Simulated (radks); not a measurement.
Results of a calculation; reference values are marked as such.
Polarisability of the iron ion Fe+, [Ar] 3d6 4s1, at imaginary frequency. Level of theory: non-relativistic Kohn-Sham, PBE, spin-polarised, spherical densities, point nucleus; open shells are filled with parallel spins first (a radial shooting solver on a logarithmic mesh with Libxc functionals). Response by self-consistent Sternheimer equations with the Hartree and adiabatic LDA kernel.

w (hartree),alpha1(iw) (bohr^3)
0.00266,25.24
0.0143,25.14
0.0360,24.60
0.0697,23.02
0.118,19.90
0.186,15.55
0.280,11.09
0.413,7.494
0.605,4.950
0.892,3.231
1.35,2.050
2.12,1.206
3.59,0.6057
6.94,0.2260
17.5,0.04834

Static values: alpha1 = 25.24 bohr^3 (3.740 angstrom^3; uncoupled 35.74). C6 = 125.6, triple-dipole C9 = 2185 atomic units. One-pole (London) frequency 4 C6 / (3 alpha1^2) = 0.263 hartree, against 0.473 for minus the highest occupied eigenvalue.
